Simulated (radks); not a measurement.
Q: Coherent X-ray form factor from a spherical all-electron density. Method: scalar-relativistic Kohn-Sham, PBEsol, spin-polarised, spherical densities, finite nucleus; Fermi nuclear charge, rms radius of each element as measured or else 0.836 A^(1/3) + 0.57 fm; computed with a radial shooting solver on a logarithmic mesh with Libxc functionals.

sin(theta)/lambda (1/angstrom)  f0 (electrons)
0.05                                    54.307
0.1                                     52.375
0.15                                    49.582
0.2                                     46.384
0.25                                    43.166
0.3                                     40.170
0.4                                     35.126
0.5                                     31.125
0.6                                     27.773
0.8                                     22.466
1                                       18.869
1.25                                    15.964
1.5                                     13.734
2                                        9.832

The species is in the configuration that NIST lists as its ground one. Which atom or ion scatters so?

A: The cerium ion Ce3+, [Xe] 4f1. Extrapolating in s^2 from the first two rows gives f0(0) = 55.0, near the electron count 55; among species with that count, the fall with angle is slower the higher Z, and the table is that of Z = 58; from so few rows the species is fixed only to a neighbour or two.
